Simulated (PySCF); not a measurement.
TPSS on Hf (hafnium, neutral), [Xe] 4f14 5d1 6s2 7s1, high-spin 3D determinant (an excited configuration). Computed with PySCF 2.14 in x2c-TZVPPall with one added diffuse shell each of s, p, d, f type (12s8p8d4f1g, 113 functions), with scalar relativity by spin-free X2C-1e.

```
cycle= 1 E= -15077.9480582477  delta_E= -0.0303  |g|= 0.411  |ddm|= 0.827
cycle= 2 E= -15077.9384408416  delta_E= 0.00962  |g|= 0.545  |ddm|= 0.763
cycle= 3 E= -15077.973396512  delta_E= -0.035  |g|= 0.0162  |ddm|= 0.404
cycle= 4 E= -15077.9745560069  delta_E= -0.00116  |g|= 0.0199  |ddm|= 0.205
cycle= 5 E= -15077.9747435914  delta_E= -0.000188  |g|= 0.00297  |ddm|= 0.105
cycle= 6 E= -15077.9747536628  delta_E= -1.01e-05  |g|= 0.000547  |ddm|= 0.0383
cycle= 7 E= -15077.9747539219  delta_E= -2.59e-07  |g|= 9.05e-05  |ddm|= 0.0108
cycle= 8 E= -15077.9747539724  delta_E= -5.04e-08  |g|= 2.7e-05  |ddm|= 0.00588
cycle= 9 E= -15077.9747539794  delta_E= -7e-09  |g|= 9.54e-06  |ddm|= 0.00215
cycle= 10 E= -15077.9747539804  delta_E= -1e-09  |g|= 2.69e-06  |ddm|= 0.000521
cycle= 11 E= -15077.9747539805  delta_E= -1.18e-10  |g|= 6.15e-07  |ddm|= 0.000154
converged SCF energy = -15077.9747539805  <S^2> = 2.630118  2S+1 = 3.3941821
```

Highest occupied orbital energy: -1.504 eV; ⟨L²⟩ = 8.47; populations by l: s 12.59, p 24.00, d 21.41, f 14.00.

Task: Can this result be used?

Result: Not for this state. Self-consistency was reached. ⟨L²⟩ = 8.47 against 6 for a pure D term, so this real determinant mixes terms. Spin-orbit coupling, absent here, splits the open shell strongly. ⟨S²⟩ = 2.63 against 2.00 shows spin contamination. The outer electron is Rydberg-like, and this basis confines it to a smaller radius and binds it less than a complete one would. The s, p, d and f populations moved away from the nominal configuration during the SCF.
